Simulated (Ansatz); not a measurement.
`C#[C][AlH][F]` + H₂S → `[F][AlH][SH]` + `C#C`  (ligand exchange at the Al–C bond)

Calculated with Ansatz (gas phase, PBE0-D4/def2-TZVP geometries, no zero-point term in ΔE). CCSD(T)/CBS adds triple-zeta CCSD(T) − MP2 to the extrapolated MP2 energy (def2 sets, frozen cores). This one scheme is used for every species. DFT in def2-TZVPP. HSE06 is defined as in plane-wave codes. Each species was taken in one conformer, which may not be the lowest.

```tsv
level	ΔE (kJ/mol)	difference from CCSD(T)/CBS
PBE-D4	-55.2	-2.3
revPBE-D4	-53.3	-0.4
B97M-V	-49.6	3.3
CAM-B3LYP-D4	-51.2	1.7
ωB97X-V	-52.7	0.2
ωB97M-V	-52.8	0.1
B2PLYP	-50.5	2.4
PBE-QIDH	-54.7	-1.8
revPBE	-52.9	0.0
r2SCANh	-54.8	-1.9
HSE06	-55.6	-2.7
LC-ωPBE	-56.4	-3.5
CCSD(T)/def2-SVP	-48.0	4.9
MP2/def2-TZVPP	-51.2	1.7
CCSD(T)/def2-TZVPP	-49.5	3.4
SCS-MP2/def2-QZVPP	-50.2	2.7
CCSD(T)/CBS	-52.9	0
```

What do rigid-rotor, harmonic-oscillator terms from PBE0-D4/def2-TZVP frequencies (298.15 K, 1 bar) make of the CCSD(T)/CBS value? (Estimate.)

The calculation gave: ΔZPE = +6.8 kJ/mol, ΔH = -47.7 kJ/mol, ΔS = -16 J/(mol·K), ΔG = -42.9 kJ/mol.

Largest T1 diagnostic among the species: 0.013.

At CCSD(T), def2-SVP lies +4.9 kJ/mol from the extrapolated value and def2-TZVPP +3.4 kJ/mol. Leaving LDA and LC-ωPBE aside and taking each functional with its dispersion term where it has one, the values, not all of them listed here, spread over 6.4 kJ/mol, from PBE0-D4 to BLYP-D4. LDA lies −3.7 kJ/mol from PBE without D4.
